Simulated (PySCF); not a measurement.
**Ca(7+) (calcium, charge +7) across methods**

[Ne] 3s2 3p1, 2P determinant. All numbers are calculated (PySCF 2.14, no relativity, point nucleus, in an even-tempered Gaussian basis (18 s from 0.19 bohr⁻², ratio 2.5; 12 p from 0.24 bohr⁻², ratio 2.5; 5 d from 1.9 bohr⁻², ratio 2.7; 5 f from 2.9 bohr⁻², ratio 2.7)).

```csv
method,E (hartree),mean ε 3s α (eV),mean ε 3s β (eV),mean ε 3p α (eV),Σ⟨r²⟩ (bohr²),⟨S²⟩
UHF,-660.28840,-167.83,-162.48,-146.89,4.810,0.756
PBE,-660.618,-157.51,-155.24,-137.39,4.784,0.752
M06-L,-660.831,-158.14,-155.34,-137.65,4.773,0.753
r2SCANh,-660.784,-159.23,-156.34,-139.08,4.795,0.754
r2SCAN,-660.782,-158.18,-155.51,-138.13,4.795,0.754
PBE0,-660.660,-160.35,-157.42,-139.98,4.787,0.752
LDA,-658.973,-157.45,-155.38,-137.11,4.787,0.751
```
